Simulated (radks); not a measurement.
Values are calculated unless marked as measured or tabulated.
Spherical jellium clusters: N electrons in a uniform positive sphere of charge N and radius rs N^(1/3), rs = 3.12 bohr. Level of theory: non-relativistic Kohn-Sham, PBE, spin-polarised, spherical densities (a radial shooting solver with Libxc functionals). Levels are named by radial order and angular momentum (1s, 1p, 1d, 2s, ...), and open shells are averaged over m.

N = 16, configuration 1s2 1p6 1d(up 5, down 3). This is the lowest configuration that the search found. Occupied and some empty levels:

| level | occupation | eigenvalue (eV) | <r> (bohr) |
|---|---|---|---|
| 1s up | 1 | -6.7999 | 4.862 |
| 1s down | 1 | -6.6981 | 4.674 |
| 1p up | 3 | -5.3112 | 5.937 |
| 1p down | 3 | -5.0924 | 5.857 |
| 1d up | 5 | -3.5461 | 6.770 |
| 1d down | 3 | -3.2814 | 6.758 |
| 2s up | 0 | -2.9813 | 6.049 |
| 2s down | 0 | -2.9010 | 6.091 |
| 1f up | 0 | -1.6057 | 7.676 |
| 1f down | 0 | -1.3387 | 7.753 |
| 2p up | 0 | -1.1332 | 8.488 |
| 2p down | 0 | -1.0216 | 8.583 |

Energy (eV): total -26.0715, kinetic 43.661, external -1036.6, Hartree 506.63, exchange-correlation -71.399, background 531.64.

Electron density:

| r (bohr) | n(r) (e/bohr^3) |
|---|---|
| 0.910 | 0.004454 |
| 1.89 | 0.005452 |
| 2.86 | 0.006966 |
| 3.84 | 0.008464 |
| 4.82 | 0.009093 |
| 5.79 | 0.008140 |
| 6.77 | 0.005736 |
| 7.74 | 0.003057 |
| 8.72 | 0.001271 |
| 9.70 | 0.0004613 |
| 10.7 | 0.0001589 |
| 11.7 | 0.00005317 |
| 12.6 | 0.00001769 |
